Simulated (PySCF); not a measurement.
Species: C3H7ClGaN.
Structure used (PBE0-D3(BJ)/def2-SVP), in Å, numbered top down from 1:
```xyz
13
C3H7ClGaN angstrom
C      3.0400    0.1118   -0.2100
C      1.6394   -0.2032   -0.3937
N      0.5246   -0.4550   -0.5401
Ga    -1.5594   -0.9279   -0.8845
C     -2.3480    0.8167   -0.3103
Cl    -4.1309    0.6415   -0.5528
H      3.6339   -0.8133   -0.2248
H      3.1859    0.6169    0.7555
H      3.3829    0.7717   -1.0196
H     -1.6845   -2.1273    0.1283
H     -1.4614   -1.1834   -2.4354
H     -2.0297    1.6763   -0.9165
H     -2.1937    1.0554    0.7512
```

Theory: TDDFT CAM-B3LYP/def2-SVPD, vertical, gas phase, core orbitals frozen in the response (PySCF 2.14.0, density-fitted response routines). Relativistic effects, spin–orbit coupling among them, are left out although an element past zinc is present.

Transition dipole moments from the ground state, in atomic units and in the frame of the coordinates above (overall signs are arbitrary), for the states with f of 0.002 or more among the lowest 8:

```tsv
state	E (eV)	μx	μy	μz
S1	5.896	0.580	-0.228	-0.032
S3	6.293	0.377	-0.038	0.014
S4	6.434	0.009	0.045	-0.183
S5	6.579	0.029	-0.237	-0.074
S6	6.685	-0.782	-0.178	-0.130
S7	6.847	-0.041	-0.134	0.354
S8	6.875	0.230	0.294	0.138
```

Problem. Work out the oscillator strengths.

Solution. f = (2/3) ΔE |μ|² with ΔE in hartree (27.2114 eV).

```
state  |μ|² (au)  |μ| (D)      f
   S1      0.390     1.59  0.056
   S3      0.144     0.96  0.022
   S4      0.036     0.48  0.006
   S5      0.063     0.64  0.010
   S6      0.660     2.07  0.108
   S7      0.145     0.97  0.024
   S8      0.158     1.01  0.027
```

Problem. What angle do the transition dipoles of S3 and S6 make?

Solution. |cos θ| = |μa·μb| / (|μa| |μb|) = 0.94, so θ ≈ 20° (taken between 0 and 90°, since the signs are arbitrary).

Problem. How is the summed strength of these states shared among x, y and z?

Solution. (2/3) Σ ΔE μα² gives 0.180 for x, 0.040 for y and 0.033 for z, 0.253 in all.

Problem. What peak molar absorption coefficient would the strongest computed level give as a lone Gaussian band 0.3 eV wide at half height?

Solution. ε(max) = 2.175×10⁸ f / FWHM, with the width in cm⁻¹. S6: 2.175×10⁸ × 0.1082 / 2420 ≈ 9700 L mol⁻¹ cm⁻¹.

All these states lie below the vertical ionisation energy of 8.92 eV (ΔSCF).

On one thread, Arm Neoverse N1 (aarch64), shared host with 64 logical CPUs at a one-minute load of 59, this took 5.3 min and 1.1 GiB of memory at its peak.

One conformer stands for the species.
